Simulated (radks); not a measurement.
Au4+, 75 electrons, occupied as [Xe] 4f13 5d8 (not the ground configuration). All-electron calculation, non-relativistic Kohn-Sham, PBE, spin-polarised, spherical densities, point nucleus; open shells are filled with parallel spins first (spin-orbit coupling, left out, can overturn this in heavy ions); relativity is left out, which matters for an element this heavy. Program: a radial shooting solver on a logarithmic mesh with Libxc functionals.

X-ray form factor f0, the Fourier transform of the density (f0(0) = 75):

sin(theta)/lambda (1/angstrom)  f0 (electrons)
0.05                                    74.365
0.1                                     72.545
0.15                                    69.777
0.2                                     66.378
0.25                                    62.668
0.3                                     58.920
0.4                                     51.984
0.5                                     46.204
0.6                                     41.484
0.8                                     34.019
1                                       28.019
1.25                                    22.217
1.5                                     18.303
2                                       14.133
